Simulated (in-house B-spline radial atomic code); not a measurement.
Configurations of Pr V (Pr4+), with energies counted from [Xe] 4f1. Computed with a B-spline radial code for spherical atoms: Dirac-Hartree-Fock, average of configuration, Fermi nucleus of rms radius 4.8919 fm. Energies include first-order Breit, QED and recoil terms.

Occupations are held fixed; configurations that lie above the ionisation limit could autoionise.

```tsv
configuration	E - E(ref) (eV)	highest orbital	its <r> (bohr)
[Kr] 4d10 4f2 5s2 5p5	16.202	4f7/2	0.9539
[Kr] 4d10 4f1 5s2 5p5 6s1	32.605	6s1/2	3.072
[Xe] 7s1	36.693	7s1/2	5.291
[Xe] 5g1	42.618	5g7/2	5.41
[Xe] 8p1	44.969	8p3/2	8.942
[Xe] 6g1	46.779	6g7/2	8.651
[Xe] 9s1	47.427	9s1/2	11.54
[Xe] 8g1	50.945	8g7/2	16.97
[Kr] 4d9 4f1 5s2 5p6 8s1	160.69	8s1/2	8.111
[Kr] 4d9 4f1 5s2 5p6 8g1	168.01	8g7/2	16.97
```

(1) Order these further configurations by energy, lowest first.
A. [Kr] 4d9 4f1 5s2 5p6 5g1
B. [Kr] 4d10 4f1 5s2 5p5 9s1
C. [Kr] 4d10 4f1 5s2 5p5 9d1
D. [Kr] 4d10 4f1 5s2 5p5 8d1
E. [Kr] 4d10 4f1 5s2 5p5 6g1

(2) How far above the reference does [Xe] 9p1 lie?

(3) How far above the reference does [Kr] 4d9 4f1 5s2 5p6 7s1 lie?

(4) How far above the reference does [Xe] 5f1 lie?

(5) One of these lies 53.33 eV from the reference. Which?
A. [Kr] 4d10 4f1 5s2 5p5 5d1
B. [Xe] 8f1
C. [Kr] 4d10 4f1 5s2 5p5 5g1

Answers

(1) E (57.487 eV), D (57.821 eV), B (58.184 eV), C (60.251 eV), A (159.69 eV).

(2) 48.224 eV; its least bound orbital is 9p3/2 with <r> = 12.56 bohr.

(3) 153.74 eV; its least bound orbital is 7s1/2 with <r> = 5.284 bohr.

(4) 35.363 eV; its least bound orbital is 5f7/2 with <r> = 3.65 bohr.

(5) C.
